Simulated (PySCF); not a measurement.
PySCF input (TPSSh/def2-TZVPD):

```python
from pyscf import gto, scf, dft

mol = gto.M(
    atom='''
    C     1.68921057   -0.38959497   -0.52708370
    C     0.75462190    0.15395693    0.24251572
    C    -0.62612724    0.49238941   -0.22442466
    O    -1.62950208   -0.17134035    0.54492743
    H     1.50020664   -0.61143889   -1.57187190
    H     2.67602028   -0.62453304   -0.14926218
    H     0.95992023    0.36218275    1.28875840
    H    -0.72965390    0.26416257   -1.29209074
    H    -0.82542426    1.55786458   -0.09042587
    H    -1.45128369   -1.11802335    0.50942869
    ''',
    basis='def2-tzvpd',
    charge=0,
    spin=0,
    verbose=4,
)

mf = dft.RKS(mol, xc='tpssh').density_fit(auxbasis='def2-universal-jkfit')
mf.grids.level = 3
mf.conv_tol = 1e-9
mf.max_cycle = 100
mf.max_memory = 1500
mf.kernel()
if not mf.converged:
    mf = mf.newton()
    mf.kernel(mf.make_rdm1())
mf.analyze()
```

End of the output:

```
Extra cycle  E= -193.204710829439  delta_E= 3.22e-11  |g|= 1.92e-05  |ddm|= 3.73e-05
converged SCF energy = -193.204710829439
**** SCF Summaries ****
Total Energy =                        -193.204710829439250
Nuclear Repulsion Energy =             116.844620828973930
One-electron Energy =                 -492.404596357069806
Two-electron Energy =                  182.355264698656612
Two-electron Coulomb Energy =          209.486870310220525
DFT Exchange-Correlation Energy =      -27.131605611563909
HOMO-LUMO gap [eV] =                     6.350260367326548
**** MO energy ****
MO #1   energy= -19.0557356583181  occ= 2
MO #2   energy= -10.1631279505921  occ= 2
MO #3   energy= -10.1195733918016  occ= 2
MO #4   energy= -10.1159268855036  occ= 2
MO #5   energy= -1.00080477910119  occ= 2
MO #6   energy= -0.770547614182956 occ= 2
MO #7   energy= -0.663403727009126 occ= 2
MO #8   energy= -0.555994867363331 occ= 2
MO #9   energy= -0.500835243580138 occ= 2
MO #10  energy= -0.433959057919453 occ= 2
MO #11  energy= -0.431449841774199 occ= 2
MO #12  energy= -0.414330960217395 occ= 2
MO #13  energy= -0.356296575597526 occ= 2
MO #14  energy= -0.319430780930798 occ= 2
MO #15  energy= -0.275555722538954 occ= 2
MO #16  energy= -0.256107740672476 occ= 2
MO #17  energy= -0.0227399745962025 occ= 0
MO #18  energy= 0.00750243140213414 occ= 0
MO #19  energy= 0.0280438763346869 occ= 0
MO #20  energy= 0.0314141704105417 occ= 0
MO #21  energy= 0.0376342411343408 occ= 0
MO #22  energy= 0.0755941985080904 occ= 0
MO #23  energy= 0.0844007054448206 occ= 0
MO #24  energy= 0.0880299675731817 occ= 0
MO #25  energy= 0.0927536296339979 occ= 0
MO #26  energy= 0.109021275266446  occ= 0
MO #27  energy= 0.130303799792173  occ= 0
MO #28  energy= 0.134010319413823  occ= 0
MO #29  energy= 0.141592021754229  occ= 0
MO #30  energy= 0.157628048460645  occ= 0
MO #31  energy= 0.164389685722025  occ= 0
MO #32  energy= 0.179053986231203  occ= 0
MO #33  energy= 0.195165995387682  occ= 0
MO #34  energy= 0.206581910531699  occ= 0
MO #35  energy= 0.218005823073477  occ= 0
MO #36  energy= 0.221554990132115  occ= 0
MO #37  energy= 0.231983278277924  occ= 0
MO #38  energy= 0.237418366479717  occ= 0
MO #39  energy= 0.24352161601169   occ= 0
MO #40  energy= 0.247550992263206  occ= 0
MO #41  energy= 0.250600626435097  occ= 0
MO #42  energy= 0.262434268446665  occ= 0
MO #43  energy= 0.276935114462486  occ= 0
MO #44  energy= 0.285256666058771  occ= 0
MO #45  energy= 0.295131870194717  occ= 0
MO #46  energy= 0.307992796417435  occ= 0
MO #47  energy= 0.312514851638191  occ= 0
MO #48  energy= 0.319899178209129  occ= 0
MO #49  energy= 0.323511821475527  occ= 0
MO #50  energy= 0.340328305832254  occ= 0
MO #51  energy= 0.345773869986509  occ= 0
MO #52  energy= 0.352445494580369  occ= 0
MO #53  energy= 0.359618660741246  occ= 0
MO #54  energy= 0.380110236640074  occ= 0
MO #55  energy= 0.388973796831884  occ= 0
MO #56  energy= 0.399442474551334  occ= 0
MO #57  energy= 0.407349173235977  occ= 0
MO #58  energy= 0.410162708311658  occ= 0
MO #59  energy= 0.418070670068845  occ= 0
MO #60  energy= 0.429376409783737  occ= 0
MO #61  energy= 0.435996785057864  occ= 0
MO #62  energy= 0.440859235691007  occ= 0
MO #63  energy= 0.457618578489797  occ= 0
MO #64  energy= 0.469633749551408  occ= 0
MO #65  energy= 0.497086491243708  occ= 0
MO #66  energy= 0.500721279819764  occ= 0
MO #67  energy= 0.502583299559839  occ= 0
MO #68  energy= 0.518971492220971  occ= 0
MO #69  energy= 0.53286409903313   occ= 0
MO #70  energy= 0.54502368375107   occ= 0
MO #71  energy= 0.573923262486892  occ= 0
MO #72  energy= 0.585703238698708  occ= 0
MO #73  energy= 0.598070954161721  occ= 0
MO #74  energy= 0.617671182282049  occ= 0
MO #75  energy= 0.633743180454546  occ= 0
MO #76  energy= 0.645083277008795  occ= 0
MO #77  energy= 0.650479139731742  occ= 0
MO #78  energy= 0.667273442012277  occ= 0
MO #79  energy= 0.674978704749506  occ= 0
MO #80  energy= 0.69197429149569   occ= 0
MO #81  energy= 0.707118474027436  occ= 0
MO #82  energy= 0.712655724784117  occ= 0
MO #83  energy= 0.725002004828331  occ= 0
MO #84  energy= 0.751595208544333  occ= 0
MO #85  energy= 0.754858083313121  occ= 0
MO #86  energy= 0.772538828794318  occ= 0
MO #87  energy= 0.785852511652819  occ= 0
MO #88  energy= 0.812186827246276  occ= 0
MO #89  energy= 0.832867275732745  occ= 0
MO #90  energy= 0.854936808331281  occ= 0
MO #91  energy= 0.909656738990151  occ= 0
MO #92  energy= 0.93411845756202   occ= 0
MO #93  energy= 0.938464672436964  occ= 0
MO #94  energy= 0.967094974574863  occ= 0
MO #95  energy= 0.999301209888934  occ= 0
MO #96  energy= 1.01851834218977   occ= 0
MO #97  energy= 1.07115367067015   occ= 0
MO #98  energy= 1.08377724799459   occ= 0
MO #99  energy= 1.09755637922204   occ= 0
MO #100 energy= 1.1463080067168    occ= 0
MO #101 energy= 1.17970903004028   occ= 0
MO #102 energy= 1.21884902423057   occ= 0
MO #103 energy= 1.24289984265334   occ= 0
MO #104 energy= 1.30499401392047   occ= 0
MO #105 energy= 1.33280986748536   occ= 0
MO #106 energy= 1.38970012844084   occ= 0
MO #107 energy= 1.44260649453853   occ= 0
[...]
```
